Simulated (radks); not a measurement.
Q: All-electron atom: a nucleus of charge 27.8 with 27 electrons in [Ar] 3d7 4s2. Calculated with a radial shooting solver on a logarithmic mesh with Libxc functionals: scalar-relativistic Kohn-Sham, PBE, spin-polarised, spherical densities, finite nucleus; open shells are filled with parallel spins first; Fermi nuclear charge, rms radius 3.7875 fm. Some entries of the table are withheld. Estimate them.

| orbital | occ. | eigenvalue (eV) | <r^2> (bohr^2) |
|---|---|---|---|
| 1s down | 1 | -8098.698 | 0.003995 |
| 1s up | 1 | -8098.697 | 0.003995 |
| 2s up | 1 | -978.6962 | 0.07207 |
| 2s down | 1 | -976.9574 | 0.07190 |
| 2p up | 3 | -842.9389 | 0.05799 |
| 2p down | 3 | -841.6293 | 0.05781 |
| 3s up | 1 | (1) | 0.6357 |
| 3s down | 1 | (2) | 0.6400 |
| 3p up | 3 | -84.0398 | 0.7130 |
| 3p down | 3 | -80.5603 | 0.7214 |
| 3d up | 5 | -21.8145 | 1.138 |
| 3d down | 2 | -18.6180 | 1.246 |
| 4s up | 1 | -13.1614 | 6.935 |
| 4s down | 1 | -12.5298 | 7.334 |

A: 
(1) 3s up eigenvalue (eV): -123.2887
(2) 3s down eigenvalue (eV): -119.7337
